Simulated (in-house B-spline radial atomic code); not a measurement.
Results of a calculation; reference values are marked as such.
# Weak and strong correlation along the adiabatic connection

Two-electron singlets in several external potentials (atomic units), by full CI in B-splines with partial waves to l = 8 (correlation energies up to 0.6 % small). The repulsion is scaled by λ at fixed density; W(λ) is the mean repulsion less the Hartree energy, W(0) = E_x, and the area under W from 0 to 1 is E_xc.

Relative drop (W(λ) − E_x)/E_x:

```csv
system,λ = 0.12,λ = 0.25,λ = 0.4,λ = 0.6,λ = 0.8,λ = 1
"−Z/r, Z = 1, wall at 8 bohr",0.0278,0.0542,0.0805,0.1102,0.1349,0.1557
"−Z/r, Z = 7.25",0.0026,0.0053,0.0085,0.0126,0.0166,0.0206
"ω²r²/2, ω = 2.81",0.0091,0.0186,0.0289,0.0419,0.0540,0.0653
"ω²r²/2 − Z/r, ω = 0.639, Z = 1",0.0136,0.0272,0.0419,0.0596,0.0756,0.0901
"ω²r²/2 − Z/r, ω = 4.46, Z = 1.5",0.0058,0.0119,0.0186,0.0273,0.0356,0.0435
"−V exp(−r²/w²), V = 1.57, w = 10.6",0.0410,0.0769,0.1101,0.1443,0.1706,0.1914
"empty sphere, radius 2.83 bohr",0.0217,0.0428,0.0645,0.0896,0.1111,0.1296
```

Order the systems by how far second-order (GL2) theory, half the initial slope (estimated from the first points of each curve), overshoots the correlation energy, least first.
A. −V exp(−r²/w²), V = 1.57, w = 10.6
B. ω²r²/2 − Z/r, ω = 4.46, Z = 1.5
C. ω²r²/2 − Z/r, ω = 0.639, Z = 1
D. empty sphere, radius 2.83 bohr
E. −Z/r, Z = 7.25
F. −Z/r, Z = 1, wall at 8 bohr
G. ω²r²/2, ω = 2.81

E (GL2/E_c = 1.04), B (GL2/E_c = 1.08), G (GL2/E_c = 1.12), C (GL2/E_c = 1.19), D (GL2/E_c = 1.30), F (GL2/E_c = 1.37), A (GL2/E_c = 1.61).

What else changes along this order?

The ratio follows the bend of the curve. With it the leading natural occupation goes from 1.999 to 1.871 and −T_c/E_c from 0.97 to 0.62 between the first and the last.
